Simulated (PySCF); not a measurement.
Method: ωB97X-D3(BJ)/def2-TZVP // B3LYP-D3(BJ)/def2-TZVP run with PySCF 2.14.0. Isolated molecules, 0 K electronic values unless said otherwise. Excitations are Tamm–Dancoff values on a coarser integration grid. The basis has no diffuse functions, so Rydberg states are missing or too high.

Reference species (SMILES): `[CH3][Al]([CH3])[Cl]` (neutral, multiplicity 1).

The T1 excitation (TDA) is 5.85 eV. The S1 oscillator strength comes out as 0.000 and the HOMO is -10.35 eV. The HOMO–LUMO gap is 11.59 eV.

Changed species: `[CH3][Al]([CH3])[CH3]` (3 of 3 Cl replaced by CH3; the reference has 2 of 3 Cl replaced by CH3).

Problem. Predict the effect on the T1 excitation (TDA), S1 oscillator strength, HOMO and HOMO–LUMO gap.

Solution. the T1 excitation (TDA) decreases by 0.11 eV, to 5.74 eV; the S1 oscillator strength is nearly the same; the HOMO rises by 0.35 eV, to -10.00 eV; the HOMO–LUMO gap decreases by 0.10 eV, to 11.49 eV.
